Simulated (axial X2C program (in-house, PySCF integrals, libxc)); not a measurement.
**NiH⁻ along the bond: PBE0, two-component**

Computed with an in-house all-electron X2C program for linear molecules (integrals from PySCF). Two-component (2c) means X2C with spin–orbit coupling and atomic mean-field two-electron Coulomb and Gaunt terms. Basis: Ni dyall-av3z [10s10p7d3f2g], H dyall-av3z [7s3p2d] (cores contracted in-house); Gaussian nuclei, density fitting, unrestricted open shells. Masses: Ni 57.935 u, H 1.008 u.

State: Ω = 3 (⟨Sz⟩ = 1.00, ⟨Lz⟩ = 2.00 at PBE0). Dipoles are positive if H is the positive end and refer to the centre of mass.

Results along the bond:

| R (Å) | μ (D) | HOMO (eV) | LUMO (eV) |
| --- | --- | --- | --- |
| 1.328 | 5.174 | 0.84 | 1.73 |
| 1.389 | 4.663 | 0.84 | 1.76 |
| 1.434 | 4.271 | 0.84 | 1.78 |
| 1.480 | 3.873 | 0.83 | 1.80 |
| 1.526 | 3.471 | 0.83 | 1.81 |
| 1.579 | 3.000 | 0.81 | 1.83 |
| 1.633 | 2.529 | 0.80 | 1.85 |
| 1.702 | 1.924 | 0.77 | 1.86 |
| 1.785 | 1.194 | 0.74 | 1.88 |
| 1.907 | 0.159 | 0.67 | 1.91 |

The state is a single determinant with fixed occupations, the lowest that a limited PBE0 search found. Density functionals use the spin component along the axis (collinear). PBE0 can misorder states that lie within some tenths of an eV, so this need not be the ground state of the molecule. The nearest other spin-free determinant of the search, M_S = 1, Λ = 1, lies 0.04 eV up at the distance of the search. Without a current term, density functionals place determinants with orbital angular momentum somewhat too high. With several unpaired electrons one determinant need not be a pure state. A state of lower Ω lies just above, and one determinant can place such states too high, so the state shown need not be the lowest. The search has Ω = 2 only 0.07 eV up. The highest occupied level of some functionals is positive through self-interaction error; at Hartree–Fock it is bound. The LUMO of an anion is an unbound level whose energy the basis sets.
